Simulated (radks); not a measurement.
Values are calculated unless marked as measured or tabulated.
Q: Ru3+, configuration [Kr] 4d5. Level of theory: Dirac Kohn-Sham, HCTH/407, spin-unpolarised, spherical densities, point nucleus; open shells are shared between the two j in proportion to 2j + 1 (a radial shooting solver on a logarithmic mesh with Libxc functionals).

Spin-orbit splittings of the eigenvalues, e(l+1/2) - e(l-1/2), with zeta = 2 splitting/(2l+1) and mean radii in bohr:

shell  occ.  splitting (eV)  zeta (eV)  <r> j=l-1/2  <r> j=l+1/2
2p        6           130.9      87.29       0.1236       0.1284
3p        6               ?          ?       0.3950       0.4056
3d       10           4.363      1.745       0.3809       0.3843
4p        6           3.506      2.337        1.086        1.114
4d        5          0.4237     0.1695        1.418        1.430

Estimate the 3p splitting.

A: 22.29 eV (zeta = 14.86 eV).
